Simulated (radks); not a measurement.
Effect of the nuclear size on the manganese ion Mn+, [Ar] 3d5 4s1. All-electron calculation, Dirac Kohn-Sham, relativistic LDA (MacDonald-Vosko exchange, VWN5 correlation), spin-unpolarised, spherical densities, finite nucleus; open shells are shared between the two j in proportion to 2j + 1; Fermi nuclear charge, rms radius 3.7057 fm. Program: a radial shooting solver on a logarithmic mesh with Libxc functionals. The rms radius is varied about that value; shifts are against it.

| rms radius (fm) | total energy shift (eV) | density at nucleus (e/bohr^3) | 1s1/2 shift (meV) | 2s1/2 shift (meV) | 3s1/2 shift (meV) |
|---|---|---|---|---|---|
| 3.2388 | -0.0214 | 1.311e+04 | -9.04 | -0.802 | -0.114 |
| 3.387 | -0.0149 | 1.309e+04 | -6.30 | -0.559 | -0.079 |
| 3.7057 | 0 | 1.304e+04 | 0.000 | 0.000 | 0.000 |
| 3.9836 | 0.0140 | 1.3e+04 | 5.94 | 0.527 | 0.075 |
| 4.4431 | 0.0394 | 1.295e+04 | 16.7 | 1.48 | 0.210 |

Slopes of the eigenvalues against <r^2> in GHz/fm^2, as finite differences over the two radii next to the reference (eigenvalue slopes, not the field-shift constants of lines): 1s1/2 673, 2s1/2 59.7, 3s1/2 8.48.
